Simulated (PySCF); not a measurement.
**Mo (molybdenum, neutral): PBE0 calculation**

Configuration: [Kr] 4d4 5s2, high-spin 5D determinant (an excited configuration). Computed with PySCF 2.14 in def2-TZVPPD with the def2 core potential (28 electrons), with a scalar-relativistic core potential.

| Quantity | Value |
| --- | --- |
| Total energy | -68.0291 hartree |
| One-electron energy | -115.3616 hartree |
| Hartree (Coulomb) energy | 55.0626 hartree |
| Exchange-correlation energy | -7.7301 hartree |
| ⟨S²⟩ | 6.0111 |
| ⟨L²⟩ | 6.582 |
| Sum of ⟨r⟩ | 24.00 bohr |
| Sum of ⟨r²⟩ | 56.70 bohr² |
| Traceless quadrupole moment −½Σ⟨3z² − r²⟩ along its main axis | 0.751 e·bohr² |

```
shell  electrons  mean orbital energy (hartree)  spread (hartree)  rms radius, mean of both spins (bohr)
 4s α          1                       -2.69038                 0                                   1.18
 4s β          1                       -2.58056                 0                                   1.18
 4p α          3                       -1.68650           0.00524                                   1.32
 4p β          3                       -1.55588           0.04036                                   1.32
 4d α          4                       -0.28581           0.02329                                   2.03
 5s α          1                       -0.21496                 0                                   3.67
 5s β          1                       -0.17634                 0                                   3.67
```

Energies and moments cover only the electrons outside the core potential.
